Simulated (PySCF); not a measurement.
Input for PySCF: R-MP2/6-31G* on ClH2NSi (SMILES N[Si]Cl), a point of a torsion scan.

```python
from pyscf import gto, scf, dft, mp
from pyscf.data.elements import chemcore

mol = gto.M(
    atom='''
    N    -0.74755623   -0.08155863    0.15818957
    Si    0.82737573   -0.65480873    0.54702912
    Cl    1.39703679   -1.55472644   -1.26307566
    H    -0.96515054    0.90047930    0.21914106
    H    -1.23609191   -0.48050905   -0.63761576
    ''',
    basis='6-31g*',
    cart=True,
    charge=0, spin=0, verbose=3, max_memory=1800)
mf = scf.RHF(mol)
mf.conv_tol = 1e-8
mf.max_cycle = 100
mf.kernel()
if not mf.converged:
    mf = mf.newton().run(mf.mo_coeff, mf.mo_occ)
pt = mp.MP2(mf, frozen=chemcore(mol)).run()
```

The log:

```
converged SCF energy = -804.04925464575
E(RMP2) = -804.414645496763  E_corr = -0.365390851013126
E(SCS-RMP2) = -804.40808089627  E_corr = -0.358826250519909
```

The run converged.

Cost: about 0.7 core-seconds (a rough figure).
